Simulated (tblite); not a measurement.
All values are computed: GFN2-xTB (tblite) harmonic vibrations without scaling, gas phase. Errors from tens to a few hundred cm⁻¹ against measured bands are possible. Modes of hydrogen on phosphorus and silicon can be 10 to 20 % off. One conformer each. Thermal functions are those of the rigid rotor and harmonic oscillator, without mixing of conformers.

Task: Order these by their ideal-gas entropy at 298.15 K and 1 bar, highest first (J/(mol K)).
A. `FCCCl`
B. `C1(C=C1)(C#C)[SiH3]`
C. `FC1=C[SiH2]C=C1`
D. `[SiH3][SiH2]N(C(C)C)CC`
E. `CCPCOC`
F. `CCCNN(C)CC`
G. `CC(C)[P@@H](C)=O`

Result: D (475.4), F (422.3), E (388.7), G (377.0), B (359.0), C (322.5), A (299.5).

| SMILES | atoms | mass (u) | symmetry number | modes under 300 cm⁻¹ | ZPE (kJ/mol) | S translation (J/(mol K)) | S rotation | S vibration | S | Cp |
| --- | --- | --- | --- | --- | --- | --- | --- | --- | --- | --- |
| CCN([SiH2][SiH3])C(C)C | 25 | 147.09 | 1 | 10 | 538.6 | 171.1 | 125.2 | 179.0 | 475.4 | 210.4 |
| CCCNN(C)CC | 24 | 116.13 | 1 | 10 | 572.6 | 168.2 | 121.1 | 133.1 | 422.3 | 168.8 |
| CCPCOC | 17 | 106.05 | 1 | 7 | 372.6 | 167.0 | 116.7 | 105.0 | 388.7 | 133.7 |
| CC(C)[P@@H](C)=O | 17 | 106.05 | 1 | 7 | 374.3 | 167.0 | 115.0 | 95.0 | 377.0 | 137.3 |
| C#CC1([SiH3])C=C1 | 12 | 94.02 | 1 | 5 | 203.4 | 165.5 | 114.3 | 79.2 | 359.0 | 130.5 |
| FC1=C[SiH2]C=C1 | 11 | 100.01 | 1 | 2 | 188.0 | 166.3 | 112.7 | 43.5 | 322.5 | 107.7 |
| FCCCl | 8 | 82.00 | 1 | 2 | 149.9 | 163.8 | 104.9 | 30.8 | 299.5 | 69.3 |

Entropies and Cp are for 298.15 K and 1 bar.
